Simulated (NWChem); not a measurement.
System: AlBrClF; SMILES [F][Al]([Cl])[Br]

Input file for NWChem:

```
start job
memory heap 200 mb stack 900 mb global 1100 mb
geometry units angstroms noautosym nocenter noautoz
  Al    -0.420064     0.591392     0.000000
  F     -2.040242     0.913728     0.000000
  Cl     0.907217     2.186061     0.000000
  Br     0.271622    -1.519570     0.000000
end
basis spherical
  Al library pcsseg-1
  F library pcsseg-1
  Cl library pcsseg-1
  Br library pcsseg-1
end
dft
  xc xpbe96 cpbe96
  iterations 150
end
property
  shielding
end
task dft property
```

Coordinates come from a PBE0/def2-SVP optimisation.

GIAO values for the isolated, static molecule; σ is the absolute isotropic shielding, δ = σ(reference) − σ with the isolated reference molecule computed at the same levels (19F: trichlorofluoromethane). Spin-orbit effects, on the heavy nuclei and on their neighbours, are missing.

Atoms are numbered as in the input.

Q: Give the results of this calculation. (PBE/pcSseg-1, GIAO.) Quantities: σ Al1 (ppm); δ F2 (ppm); σ Cl3 (ppm); σ Br4 (ppm).

A: 
| Property | Value |
|---|---|
| σ Al1 (ppm) | 421.9 |
| δ F2 (ppm) | -138.6 |
| σ Cl3 (ppm) | 912.5 |
| σ Br4 (ppm) | 2657.4 |
